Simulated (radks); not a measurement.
Question: The germanium ion Ge3+, [Ar] 3d10 4s1. Calculated with a radial shooting solver on a logarithmic mesh with Libxc functionals: non-relativistic Kohn-Sham, LDA (Slater exchange, Perdew-Wang correlation), spin-polarised, spherical densities, point nucleus. Every spin shell is full or empty, so the densities are truly spherical. Functionals are evaluated on that one density, not self-consistently. Rank these exchange functionals by their error against the exact value of the orbitals, and give that value: LDA, revPBE, PW86, WC, SOGGA, EV93, APBE, revTPSS, r2SCAN, MVS.

Answer: Exact: -76.5416 hartree. From best to worst, with 100 (|E| - |E exact|)/|E exact| (equal figures are ties): revPBE -0.05, r2SCAN +0.08, MVS +0.11, PW86 +0.25, EV93 +0.30, APBE +0.61, revTPSS -0.63, WC -0.88, SOGGA -2.51, LDA -5.69.
